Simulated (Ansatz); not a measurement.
Ni2H. Charge 0, multiplicity 2. Geometry r2SCAN-D4/def2-TZVP; atoms count from 1.

```csv
atom,x (Å),y (Å),z (Å)
Ni1,-0.658,-1.292,1.251
Ni2,0.468,0.243,-0.003
H3,0.190,1.049,-1.248
```

The charge 0 doublet is spin-contaminated (final ⟨S²⟩ up to 1.77, 0.75 for a pure state). Another isomer (doublet) lies 0.17 eV lower at PBE0-D4/def2-TZVP; other spin states weren't run for this one.

Question: Estimate the Mulliken populations from the PBE0/def2-TZVP orbitals of Ansatz.

Answer: 
```csv
atom,charge (e),spin (α − β),d electrons
Ni1,-0.04,-0.74,8.88
Ni2,0.16,1.56,8.50
H3,-0.12,0.17,–
```
Mulliken values depend strongly on the basis.

Question: Where does the spin sit?

Answer: Summed by element: Ni 0.83, H 0.17, of 1 unpaired in all. Largest on single atoms: Ni2 1.56, Ni1 -0.74, H3 0.17.

Question: And the Mayer bond orders between heavy atoms (over 0.3)?

Answer: Ni1–Ni2 1.03 (2.28 Å).
